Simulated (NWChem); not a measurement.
System: GaHSeCl₂; SMILES [Ga]([SeH])([Cl])[Cl]

```xyz
5

Ga    -0.0048    -0.4320     0.0000
Cl     1.8095    -1.5961     0.0000
Cl    -1.8747    -1.5121     0.0000
Se     0.0870     1.8945     0.0000
H     -1.3932     1.9751     0.0000
```
Atoms are numbered in this order, from 1.

All runs: NWChem. STO-3G and 3-21G are far too small for this property and stand as cheap habits. All runs use the structure optimised with B3LYP/6-31G* (spherical d). GIAO values for the isolated, static molecule; σ is the absolute isotropic shielding, δ = σ(reference) − σ with the isolated reference molecule computed at the same levels (1H: tetramethylsilane). Spin-orbit effects, on the heavy nuclei and on their neighbours, are missing.

```
level                                 σ Ga1 (ppm)  σ Cl2 (ppm)  σ Cl3 (ppm)  σ Se4 (ppm)  δ H5 (ppm)
------------------------------------  -----------  -----------  -----------  -----------  ----------
Hartree-Fock/STO-3G                        1568.2       1209.8       1211.1       2834.0        0.97
KT2/pcSseg-1                               1313.9        765.0        745.8       1903.2        1.96
LDA (Slater exchange, VWN5)/pcSseg-1       1194.2        710.1        689.2       1803.8        2.50
```
